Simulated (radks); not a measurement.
The numbers below are computed, except where a source is named.
Ionisation of B, [He] 2s2 2p1, to B+, [He] 2s2, under several functionals. Scalar-relativistic Kohn-Sham, spin-polarised, spherical densities, finite nucleus; open shells are filled with parallel spins first; a radial shooting solver on a logarithmic mesh with Libxc functionals.

| functional | E(B) (hartree) | Exc (hartree) | IE (eV) | -e(HOMO) (eV) | <r> HOMO (bohr) | IE error (eV) |
|---|---|---|---|---|---|---|
| LDA (Slater exchange, VWN5 correlation) | -24.36103 | -3.53888 | 8.578 | 4.103 | 2.232 | +0.280 |
| revPBE | -24.65486 | -3.85845 | 8.439 | 3.982 | 2.260 | +0.141 |
| BLYP | -24.65342 | -3.85677 | 8.410 | 3.880 | 2.247 | +0.112 |
| LDA (Slater exchange, Perdew-Wang correlation) | -24.35987 | -3.53759 | 8.573 | 4.096 | 2.233 | +0.275 |
| RPBE | -24.66750 | -3.87148 | 8.447 | 3.991 | 2.269 | +0.149 |
| MS2 meta-GGA | -24.66482 | -3.87235 | 8.310 | 3.922 | 2.258 | +0.012 |

NIST Atomic Spectra Database: 8.298 eV (measured). Closest: MS2 meta-GGA. The Delta-SCF values span 0.27 eV, the total energies 0.31 hartree. The highest occupied level is 2p. Open shells are spherical and high-spin; term and fine-structure splittings are not resolved.
